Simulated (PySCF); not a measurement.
## Computed properties of HgBr2, SMILES [Hg]([Br])[Br]

HgBr₂, SMILES [Br][Hg][Br]. Geometry: B3LYP-D3(BJ)/def2-SVP. The isomer is the one that the SMILES or the coordinates give; other isomers of the formula were not compared. The def2 effective core potentials stand for the cores of Hg; spin–orbit coupling is left out. Other conformers were not sampled. All values are computed for the isolated molecule unless a solvent is named; none is compared with measurement here.

**Structure.** The optimised structure has D∞h symmetry. All 4 harmonic modes at B3LYP-D3(BJ)/def2-SVP (PySCF) are real, so it is a minimum. With heavy atoms numbered as in [Hg:1]([Br:2])[Br:3], the shortest bond between them is Hg1–Br2 at 2.441 Å and the longest Hg1–Br3 at 2.441 Å.

**Vibrations.** The strongest infrared lines (harmonic, unscaled, degenerate partners summed) lie at 275 cm⁻¹ (27 km/mol, Br 56 %, Hg 44 %), 65 cm⁻¹ (3 km/mol, Br 56 %, Hg 44 %). The softest mode is at 65 cm⁻¹ and the zero-point energy is 0.9 kcal/mol.

**Electronic structure.** PBE0/def2-TZVPD (PySCF) places the frontier levels at -8.43 and -2.84 eV, a gap of 5.59 eV, and gives a dipole moment of 0.00 D and a mean polarisability of 81.4 bohr³. PBE/def2-TZVPD (PySCF) at the same geometry gives -7.19 and -3.69 eV, so its gap is 2.09 eV narrower. An orbital gap is neither the optical nor the fundamental gap.

**Excitations.** TDDFT-PBE0/def2-SVPD (PySCF) has S1 at 4.15 eV (299 nm, f = 0.000, dark); the most intense of the 10 singlets computed lies at 6.16 eV (f = 0.22). Strengths of degenerate partners are summed. T1 (TDA) is at 3.74 eV. TDDFT-PBE/def2-SVPD (PySCF) puts S1 at 3.63 eV. No vertical singlet excitation falls in the visible range (under 3.1 eV).
